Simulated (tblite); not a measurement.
Compound: C7H11F.
Cartesian coordinates in Å at the GFN2-xTB level; atoms count from 1:
```xyz
19
C7H11F angstrom
C     -1.103   -1.294   -0.119
C     -0.481   -0.033    0.439
C     -1.262    0.453    1.650
F     -0.725    1.592    2.195
C      0.115    1.059   -0.405
C      0.817    0.497   -1.634
C      1.717   -0.354   -0.714
C      0.999    0.224    0.499
H     -1.109   -2.073    0.642
H     -2.132   -1.101   -0.417
H     -0.562   -1.665   -0.981
H     -2.296    0.696    1.377
H     -1.262   -0.303    2.444
H     -0.193    2.086   -0.299
H      1.374    1.258   -2.176
H      0.185   -0.042   -2.339
H      1.658   -1.436   -0.831
H      2.762   -0.055   -0.757
H      1.487    0.499    1.419
```

All values are computed: GFN2-xTB (tblite) harmonic vibrations without scaling, gas phase. Errors from tens to a few hundred cm⁻¹ against measured bands are possible. One conformer, not necessarily the lowest.

Harmonic wavenumbers (cm⁻¹): 76.0, 111.1, 181.1, 222.6, 294.4, 299.6, 385.9, 396.4, 552.7, 704.7, 752.7, 822.7, 854.0, 893.4, 950.9, 962.6, 991.1, 1001.2, 1031.3, 1043.6, 1058.5, 1078.3, 1085.9, 1119.8, 1120.7, 1174.4, 1189.3, 1226.9, 1235.1, 1242.0, 1256.5, 1262.2, 1331.2, 1411.8, 1442.6, 1460.0, 1468.6, 1492.5, 1501.6, 1503.1, 2916.2, 2930.1, 2979.1, 2990.7, 3011.0, 3016.0, 3020.3, 3025.9, 3082.9, 3087.1, 3095.4.

A = 3513, B = 1660, C = 1383 MHz; mass 114.084 u (most abundant isotopes); point group Cs, symmetry number 1.

Problem. Zero-point energy?

Solution. Half the sum of the wavenumbers: 35672 cm⁻¹ = 101.99 kcal/mol.

Problem. Entropy at 298.15 K, 1 bar (ideal gas, RRHO, classical rotation)?

Solution. Translation 40.14, rotation 28.08, vibration 19.22: S = 87.4 cal/(mol K).

Problem. And Cp and H(298.15 K) − H(0)?

Solution. Cp = 32.01 cal/(mol K), of which vibrations give 24.06 (their classical limit is 51 R = 101.3); H(298.15 K) − H(0) = 5.63 kcal/mol without the zero-point energy, 3.26 from vibrations.

Problem. How do the functions run with temperature in this model?

Solution. 
| T (K) | S (cal/(mol K)) | Cp (cal/(mol K)) | H − H(0) (kcal/mol) | G − H(0) (kcal/mol) | ln q(vib) |
| --- | --- | --- | --- | --- | --- |
| 100 | 64.0 | 15.0 | 1.09 | -5.31 | 0.79 |
| 200 | 76.7 | 22.6 | 2.96 | -12.38 | 2.42 |
| 300 | 87.6 | 32.2 | 5.69 | -20.60 | 4.21 |
| 500 | 108.9 | 52.1 | 14.19 | -40.27 | 8.13 |
| 800 | 138.1 | 71.8 | 33.05 | -77.44 | 14.44 |
| 1000 | 155.1 | 80.1 | 48.29 | -106.79 | 18.57 |

q(vib) and H(0) count from the zero-point level.

Problem. Which modes carry the vibrational entropy at 298.15 K?

Solution. 76.0 cm⁻¹: 3.99; 111.1 cm⁻¹: 3.25; 181.1 cm⁻¹: 2.32; 222.6 cm⁻¹: 1.94; 294.4 cm⁻¹: 1.45; 299.6 cm⁻¹: 1.42 cal/(mol K); the other 45 give 4.86 together.

Hindered rotation and anharmonicity are outside this model. Other conformers, if any are populated, would add a mixing term that is left out.

On one thread, Arm Neoverse V2 (aarch64), shared host with 96 logical CPUs at a one-minute load of 54, this took 0.5 s of wall time. This covers the Hessian and the dipole derivatives.
